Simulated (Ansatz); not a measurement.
Total energies of `[OH][W]([F])(=[S])=[S]`.

```xyz
6

O     0.4811   -1.2597    0.6560
W    -0.2887    0.2300   -0.1534
F    -1.6565    0.9211    0.8807
S     1.1879    1.7185   -0.4502
S    -1.0564   -0.3677   -2.0358
H     1.3327   -1.2422    1.1026
```

Total charge 0; spin multiplicity 1. Correlated methods include outer-core shells of W, which these sets cover unevenly. W takes the def2 core potential. The geometry is a stationary point of PBE0-D4/def2-TZVP. It is one conformer, not always the lowest. Basis def2-TZVPP, Ansatz.

RPA on PBE orbitals: Hartree–Fock energy of these orbitals -1036.51847 Eh, correlation -1.95881 Eh (frozen core).

| functional | energy without D4 (Eh) | D4 term (kJ/mol) |
| --- | --- | --- |
| LDA (SPW92) | -1035.49066 | – |
| PBE | -1039.02098 | -20.6 |
| revPBE | -1039.35464 | -46.4 |
| BLYP | -1039.46040 | -43.1 |
| r2SCAN | -1039.39323 | -4.5 |
| B97M-V | -1039.21465 | – |
| PBE0 | -1039.00533 | -17.7 |
| B3LYP | -1039.52513 | -33.9 |
| r2SCANh | -1039.34553 | -5.0 |
| r2SCAN0 | -1039.27602 | -5.6 |
| HSE06 (plane-wave form) | -1038.98379 | -16.9 |
| BHLYP | -1039.23350 | -32.3 |
| CAM-B3LYP | -1039.38255 | -18.6 |
| LC-ωPBE | -1039.12875 | – |
| ωB97X-V | -1039.23405 | – |
| ωB97M-V | -1039.28074 | – |
| B2PLYP | -1039.01406 | – |
| PBE-QIDH | -1038.71521 | – |

B3LYP takes the VWN-RPA correlation (the form of Gaussian; ORCA's B3LYP/G). HSE06 is the plane-wave form, built on full-range PBE exchange. The double hybrids freeze the cores in their second-order part.

LC-ωPBE has ω = 0.4 bohr⁻¹.
